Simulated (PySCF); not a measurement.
An excited-state job on `C=C(Cl)O[C@H](F)CF`.

Method: TDDFT CAM-B3LYP/def2-SVPD, vertical, gas phase, core orbitals frozen in the response (PySCF 2.14.0, density-fitted response routines). Geometry: PBE0-D3(BJ)/def2-SVP. A driver script takes a list of jobs; this job's settings line and coordinates (Å) are shown.

Input:
```
{"job": {"kind": "uv", "xc": "CAM-B3LYP", "basis": "def2-SVPD", "dynamic": true, "nstates": 6, "ntriplets": 0}, "charge": 0, "multiplicity": 1}
C     -2.374301    -0.370517    -0.977785
C     -1.492720    -0.208977     0.004017
Cl    -1.977863     0.233606     1.617421
O     -0.174351    -0.456557    -0.155177
C      0.748155     0.487339     0.265654
F      0.740247     1.552046    -0.586938
C      2.119230    -0.142829     0.223016
F      2.217427    -1.101315     1.185762
H     -3.440859    -0.252798    -0.795678
H     -2.012634    -0.639416    -1.970701
H      0.494669     0.850514     1.276067
H      2.872448     0.642566     0.395210
H      2.276346    -0.590175    -0.772237
```

Give the output.

```
coarse grid: 12328 points
cycle   1  E = -889.6651301297  dE =  1.285e+00  |g| = 8.661e-01  |ddm| = 5.126e+00
cycle   2  E = -889.6077908006  dE =  5.734e-02  |g| = 1.079e+00  |ddm| = 2.390e+00
cycle   3  E = -889.8121341617  dE = -2.043e-01  |g| = 5.834e-02  |ddm| = 1.321e+00
cycle   4  E = -889.8126945147  dE = -5.604e-04  |g| = 3.387e-02  |ddm| = 1.086e-01
cycle   5  E = -889.8128988267  dE = -2.043e-04  |g| = 1.127e-02  |ddm| = 5.102e-02
cycle   6  E = -889.8129232180  dE = -2.439e-05  |g| = 3.550e-03  |ddm| = 1.619e-02
cycle   7  E = -889.8129261342  dE = -2.916e-06  |g| = 6.000e-04  |ddm| = 6.462e-03
final grid: 117856 points
cycle   8  E = -889.9329110893  dE = -3.297e-05  |g| = 4.845e-03  |ddm| = 6.812e-02
cycle   9  E = -889.9329098619  dE =  1.227e-06  |g| = 5.756e-03  |ddm| = 1.117e-02
cycle  10  E = -889.9329153587  dE = -5.497e-06  |g| = 3.245e-04  |ddm| = 4.702e-03
cycle  11  E = -889.9329153758  dE = -1.706e-08  |g| = 1.690e-04  |ddm| = 7.326e-04
cycle  12  E = -889.9329153825  dE = -6.699e-09  |g| = 3.219e-05  |ddm| = 3.434e-04
cycle  13  E = -889.9329153827  dE = -2.360e-10  |g| = 1.271e-05  |ddm| = 7.310e-05
converged SCF energy = -889.9329153827

Static polarisability (au): isotropic 69.933, principal 54.563 72.460 82.775

Singlet excitations
state   eV       nm        f      main configurations
  1   6.5036    190.6   0.01910   H->L+1 0.48, H->L 0.15, H->L+2 0.13
  2   6.8511    181.0   0.33826   H->L 0.81, H->L+1 0.11
  3   7.2952    170.0   0.00668   H->L+3 0.56, H->L+1 0.24, H->L+2 0.11
  4   7.9511    155.9   0.00111   H-1->L 0.89
  5   8.1321    152.5   0.01629   H-2->L 0.77
  6   8.1655    151.8   0.02219   H->L+5 0.58, H->L+3 0.12
```

The SCF starts on a coarse grid where the log names one; the energy can jump when the final grid takes over, and dE then counts from the start density on the new grid. H and L stand for HOMO and LUMO; the number after each pair is its weight.

Give the mean polarisability as a volume in Å³, and the ratio of the largest to the smallest principal value.

69.933 au × 0.148185 = 10.36 Å³; 82.775/54.563 = 1.52.

Main results: HOMO -8.88 eV, LUMO 0.79 eV; lowest singlet 6.50 eV; mean polarisability 69.9 au.

Rough CPU time on one thread of a shared machine: about 70 s.

One conformer stands for the species.
Labels such as C1 count atoms from 1, the log's own numbers from 0.
